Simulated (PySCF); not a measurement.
# `CC[C@@H](C)OC(C)=O`, C$_{6}$H$_{12}$O$_{2}$

Molfile (atoms numbered from 1):
```
C6H12O2
     RDKit          3D

 20 19  0  0  0  0  0  0  0  0999 V2000
   -1.8850    1.5778    0.1141 C   0  0  0  0  0  0  0  0  0  0  0  0
   -1.8406    0.1118   -0.2820 C   0  0  0  0  0  0  0  0  0  0  0  0
   -0.6027   -0.6132    0.2136 C   0  0  1  0  0  0  0  0  0  0  0  0
   -0.5859   -2.0900   -0.1252 C   0  0  0  0  0  0  0  0  0  0  0  0
    0.5260    0.0340   -0.3978 O   0  0  0  0  0  0  0  0  0  0  0  0
    1.6961   -0.0137    0.2525 C   0  0  0  0  0  0  0  0  0  0  0  0
    2.7667    0.7037   -0.5181 C   0  0  0  0  0  0  0  0  0  0  0  0
    1.8516   -0.5635    1.3114 O   0  0  0  0  0  0  0  0  0  0  0  0
   -1.0103    2.1145   -0.2819 H   0  0  0  0  0  0  0  0  0  0  0  0
   -2.7883    2.0711   -0.2740 H   0  0  0  0  0  0  0  0  0  0  0  0
   -1.8828    1.6958    1.2094 H   0  0  0  0  0  0  0  0  0  0  0  0
   -2.7203   -0.4197    0.1167 H   0  0  0  0  0  0  0  0  0  0  0  0
   -1.8877    0.0104   -1.3798 H   0  0  0  0  0  0  0  0  0  0  0  0
   -0.5012   -0.4896    1.3046 H   0  0  0  0  0  0  0  0  0  0  0  0
   -1.4508   -2.5958    0.3289 H   0  0  0  0  0  0  0  0  0  0  0  0
    0.3271   -2.5620    0.2634 H   0  0  0  0  0  0  0  0  0  0  0  0
   -0.6303   -2.2381   -1.2152 H   0  0  0  0  0  0  0  0  0  0  0  0
    2.4659    1.7459   -0.6981 H   0  0  0  0  0  0  0  0  0  0  0  0
    2.8961    0.2293   -1.5018 H   0  0  0  0  0  0  0  0  0  0  0  0
    3.7077    0.6718    0.0415 H   0  0  0  0  0  0  0  0  0  0  0  0
  1  2  1  0
  2  3  1  0
  3  4  1  0
  3  5  1  0
  5  6  1  0
  6  7  1  0
  6  8  2  0
  1  9  1  0
  1 10  1  0
  1 11  1  0
  2 12  1  0
  2 13  1  0
  3 14  1  1
  4 15  1  0
  4 16  1  0
  4 17  1  0
  7 18  1  0
  7 19  1  0
  7 20  1  0
M  END
```

Method: TDDFT CAM-B3LYP/aug-cc-pVDZ excited states, vertical, gas phase (PySCF). Geometry: PBE0-D3(BJ)/def2-SVP.

(1) How strongly do the lowest singlets absorb one photon, and two photons of half the energy?

Results:

(1) δ for parallel linear polarisation; σ at the peak of a Lorentzian of half width 0.1 eV, single beam; Ω is circular over linear.
| state | E (eV) | f | photon λ (nm) | δ (au) | σ (GM) | Ω | main |
| --- | --- | --- | --- | --- | --- | --- | --- |
| S1 | 5.93 | 0.001 | 418 | 0.34 | 0.00 | 1.19 | HOMO→LUMO+9 0.46, HOMO→LUMO+5 0.15 |
| S2 | 7.24 | 0.031 | 342 | 42.2 | 0.81 | 0.08 | HOMO→LUMO 0.62, HOMO→LUMO+1 0.13 |
| S3 | 7.85 | 0.032 | 316 | 49.1 | 1.11 | 1.15 | HOMO−1→LUMO 0.32, HOMO→LUMO+1 0.20 |
| S4 | 7.95 | 0.001 | 312 | 111 | 2.56 | 0.33 | HOMO→LUMO+3 0.29, HOMO−1→LUMO 0.27 |
| S5 | 7.98 | 0.004 | 311 | 30.9 | 0.72 | 0.86 | HOMO→LUMO+2 0.59, HOMO−1→LUMO 0.12 |
| S6 | 8.12 | 0.075 | 306 | 29.7 | 0.72 | 0.95 | HOMO→LUMO+1 0.20, HOMO−1→LUMO+2 0.19 |

Among these, the strongest one-photon state is S6, the strongest two-photon state S4, with a dipole change of 1.7 D (relaxed, norm of the difference vector).
